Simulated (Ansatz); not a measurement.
Consider the substitution at a C–N bond: `CCNBN` + `CBO` → `CBOCC` + `NBN`.

Gas-phase electronic energies from Ansatz, PBE0-D4/def2-TZVP geometries. CCSD(T)/CBS adds triple-zeta CCSD(T) − MP2 to the extrapolated MP2 energy (def2 sets, frozen cores). Functionals use def2-TZVPP. B3LYP here is the variant with VWN-RPA as its local correlation; programs differ in this. One conformer a species, not always the lowest.

| level | ΔE (kJ/mol) | difference from CCSD(T)/CBS |
| --- | --- | --- |
| PBE-D4 | 8.8 | -0.1 |
| r2SCAN-D4 | 6.6 | -2.3 |
| ωB97X-V | 7.0 | -1.9 |
| ωB97M-V | 7.8 | -1.1 |
| B2PLYP | 6.4 | -2.5 |
| PBE | 8.1 | -0.8 |
| r2SCAN | 6.4 | -2.5 |
| PBE0 | 9.1 | 0.2 |
| B3LYP | 4.4 | -4.5 |
| HF/def2-TZVPP | 2.8 | -6.1 |
| MP2/def2-TZVPP | 11.8 | 2.9 |
| CCSD/def2-TZVPP | 8.7 | -0.2 |
| CCSD(T)/def2-TZVPP | 9.0 | 0.1 |
| MP2/def2-QZVPP | 11.6 | 2.7 |
| SCS-MP2/def2-QZVPP | 9.3 | 0.4 |
| MP2/CBS(def2) | 11.7 | 2.8 |
| CCSD(T)/CBS | 8.9 | 0 |

Largest T1 diagnostic among the species: 0.012.

In def2-TZVPP, CCSD(T) changes the Hartree–Fock value by +6.2 kJ/mol (the triples alone add +0.3 kJ/mol) and MP2 by +9.0 kJ/mol.
